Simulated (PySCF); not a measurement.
BH2O3, SMILES [O-]B(O)O, charge -1.

Coordinates come from a B3LYP-D3(BJ)/def2-SVPD optimisation. One conformer was computed; it need not be the lowest.

Level of theory: PySCF with PBE/def2-TZVPD.

 A positive occupied level means that this level leaves the electron formally unbound; only the finite basis holds it.

Estimate the frontier levels, gap, dipole moment and polarisability. (Estimate from the structure and the level; the computed values follow.)


```json
{
  "highest_occupied_level": "0.46 eV",
  "lowest_empty_level": "3.26 eV",
  "orbital_gap": "2.80 eV",
  "dipole_moment_about_the_centre_of_nuclear_charge": "1.48 D",
  "mean_static_polarisability": "46.6 bohr³ (6.90 Å³)",
  "polarisability_principal_values": "35.8, 47.3, 56.7 bohr³"
}
```
